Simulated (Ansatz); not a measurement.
Cost and result for the atomization energy of `OBNCO` (11 atoms, 10 bonds).

```tsv
atom	x (Å)	y (Å)	z (Å)
O1	0.740	-0.870	-1.616
B2	-0.236	-1.304	-0.770
N3	-0.602	-0.572	0.385
C4	0.062	0.601	0.840
O5	0.034	1.582	-0.193
H6	0.961	0.054	-1.453
H7	-0.790	-2.338	-1.009
H8	-1.420	-0.838	0.903
H9	1.110	0.381	1.089
H10	-0.434	0.975	1.742
H11	0.575	2.328	0.083
```

The species carries charge 0 and has multiplicity 1. The structure was optimised at the PBE0-D4/def2-TZVP level. It is a higher conformer; a search finds a lower one. Program: Ansatz. All runs use 4 threads of a server CPU on a shared host. Times are those of one run each, without the atoms' runs, and a repeat can differ threefold. Electronic energies, without spin–orbit coupling; frozen cores. CCSD(T)/CBS adds CCSD(T) − MP2 in def2-TZVPP to the MP2 limit, and its time is that of the two runs behind it. T1 = 0.012.

CCSD(T)/CBS is a level of theory with its own doubt, some kJ/mol a heavy atom from the limit and from the frozen cores, so smaller differences don't rank the functionals.

```csv
level,functions,atomization (kcal/mol),difference from CCSD(T)/CBS,per bond
B97M-V/def2-TZVPP,239,1032.6,-1.2,-0.1
B2PLYP/def2-TZVPP,239,1025.8,-8.0,-0.8
PBE0-D4/def2-TZVPP,239,1035.2,1.4,0.1
BLYP-D4/def2-TZVPP,239,1040.0,6.2,0.6
CAM-B3LYP-D4/def2-TZVPP,239,1043.5,9.7,1.0
MP2/def2-QZVPP,465,1045.4,11.6,1.2
CCSD(T)/def2-TZVPP,239,1004.9,-28.9,-2.9
ωB97M-V/def2-TZVPP (with forces),239,1039.7,5.9,0.6
PBE-QIDH/def2-TZVPP,239,1024.5,-9.3,-0.9
LDA (SPW92)/def2-TZVPP,239,1201.9,168.1,16.8
PBE-D4/def2-TZVPP (with forces),239,1061.3,27.5,2.7
CCSD(T)/def2-SVP,100,977.4,-56.4,-5.6
CCSD(T)/CBS(def2),–,1033.8,0.0,0.0
```

**Question.** Order the runs by time, with rough figures. (Best estimate.)

**Answer.** The calculation gave: LDA (SPW92)/def2-TZVPP 1.1 s; BLYP-D4/def2-TZVPP 1.9 s; PBE-D4/def2-TZVPP (with forces) 2.2 s; PBE0-D4/def2-TZVPP 2.3 s; CAM-B3LYP-D4/def2-TZVPP 2.7 s; B2PLYP/def2-TZVPP 4.4 s; PBE-QIDH/def2-TZVPP 4.7 s; CCSD(T)/def2-SVP 4.7 s; B97M-V/def2-TZVPP 7.5 s; ωB97M-V/def2-TZVPP (with forces) 9 s; MP2/def2-QZVPP 30 s; CCSD(T)/def2-TZVPP 2.3 min; CCSD(T)/CBS(def2) 2.8 min.

From r2SCAN to r2SCAN0 (25 % exact exchange), in def2-TZVPP and without D4, the atomization energy moves by −20.6 kcal/mol: exact exchange takes away binding that semilocal exchange gives to molecules. Leaving LDA and LC-ωPBE aside and taking each functional with its dispersion term where it has one, the values, not all of them listed here, spread over 63.2 kcal/mol, from BHLYP-D4 to PBE-D4. LDA lies +144.8 kcal/mol from PBE without D4, its usual overbinding. In def2-TZVPP, CCSD(T) changes the Hartree–Fock value by +275.5 kcal/mol (the triples alone add +16.3 kcal/mol) and MP2 by +298.8 kcal/mol; breaking electron pairs costs correlation energy, which Hartree–Fock lacks.
